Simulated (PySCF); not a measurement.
Se(SeH)(OSiH3) (H4OSe2Si), SMILES O([SiH3])[Se][SeH]. Atoms are numbered in the order given.

```xyz
8

Se    -0.4235     0.3513     0.8581
Se     1.1397     1.0468    -0.6802
H      2.3323     0.8751     0.1759
O     -0.4396    -1.4514     0.6578
Si    -1.3190    -2.1271    -0.6123
H     -2.7646    -1.7679    -0.5024
H     -1.1386    -3.5996    -0.4851
H     -0.7955    -1.6534    -1.9280
```
Charge 0, spin multiplicity 1.

Geometry optimised at PBE0-D3(BJ)/def2-SVP. Other conformers were not sampled.

Two levels are set side by side: PBE/pcSseg-1 (PySCF) and KT2/pcSseg-1 (PySCF). GIAO shifts against H2O (¹⁷O), Me2Se (⁷⁷Se), TMS (²⁹Si), TMS (¹H) at the same level; non-relativistic, no solvent, atoms listed together averaged. Differences are taken from unrounded values.

| quantity | KT2 | PBE | PBE minus KT2 |
|---|---|---|---|
| δ(⁷⁷Se) of Se1 (ppm) | 1443.6 | 1494.3 | 50.7 |
| δ(⁷⁷Se) of Se2 (ppm) | 248.1 | 256.3 | 8.3 |
| δ(¹H) of H3 (ppm) | 5.37 | 5.38 | 0.01 |
| δ(¹⁷O) of O4 (ppm) | 11.0 | 15.6 | 4.6 |
| δ(²⁹Si) of Si5 (ppm) | -21.6 | -24.3 | -2.7 |

Rough cost on one machine, each run with all the roots and properties that it gave: KT2 against PBE within a factor of 2.
